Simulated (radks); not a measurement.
The numbers below are computed, except where a source is named.
Problem. Be III, configuration [He]. Level of theory: Dirac Kohn-Sham, exchange-only LDA, spin-unpolarised, spherical densities, point nucleus (a radial shooting solver on a logarithmic mesh with Libxc functionals). Some entries of the table are withheld. Estimate them.

| orbital | occ. | eigenvalue (hartree) | <r> (bohr) | <1/r> (bohr^-1) |
|---|---|---|---|---|
| 1s1/2 | 2 | -4.72836 | 0.4218 | 3.644 |
| 2s1/2 | 0 | -0.72817 | (1) | 0.6921 |
| 2p1/2 | 0 | -0.59849 | (2) | (3) |
| 2p3/2 | 0 | -0.59839 | (4) | (5) |

Solution. 
(1) 2s1/2 <r> (bohr): 2.109
(2) 2p1/2 <r> (bohr): 2.041
(3) 2p1/2 <1/r> (bohr^-1): 0.6296
(4) 2p3/2 <r> (bohr): 2.041
(5) 2p3/2 <1/r> (bohr^-1): 0.6294
